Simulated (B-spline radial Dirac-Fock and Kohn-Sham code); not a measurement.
**Diagram lines of Tm³³⁺**

System: thulium as Tm³³⁺ in the configuration [Ar] 3d10 4s2 4p6.

The run's input, task.json:

```json
{"items": [{
  "Z": 69,
  "q": 33,
  "cfg": [[1, 0, 2], [2, 0, 2], [2, 1, 6], [3, 0, 2], [3, 1, 6], [3, 2, 10], [4, 0, 2], [4, 1, 6]],
  "A": 169,
  "rrms": 5.2256,
  "do": ["binding"]
}]}
```

Command: `python xray_run.py task.json out`

Level of theory: Dirac-Fock (average of configuration) total-energy differences with a finite nucleus, the Breit interaction including its frequency dependence, and self-energy and vacuum-polarisation corrections; a radial atomic solver. A line energy is the difference of two single-hole energies; the list is a selection of electric-dipole transitions between resolved j subshells. Correlation energy is missing from these numbers.

```
 line  energy (keV)  wavelength (Å)
 K-N3        59.294         0.20910
 K-N2        59.230         0.20933
 K-M3        57.552         0.21543
 K-M2        57.338         0.21623
 K-L3        50.737         0.24437
 K-L2        49.767         0.24913
L1-N3        10.030          1.2361
L1-N2        9.9666          1.2440
L2-N1        9.3638          1.3241
L3-N1        8.3940          1.4771
L1-M3        8.2881          1.4959
L2-M4        8.1479          1.5217
L1-M2        8.0744          1.5355
L2-M1        7.3536          1.6860
L3-M5        7.2239          1.7163
L3-M4        7.1780          1.7273
L3-M1        6.3838          1.9422
M5-N3        1.3331          9.3004
M4-N2        1.3153          9.4262
```

Values without a named source are computed, but for edge energies of neutral atoms, which are taken from tables.
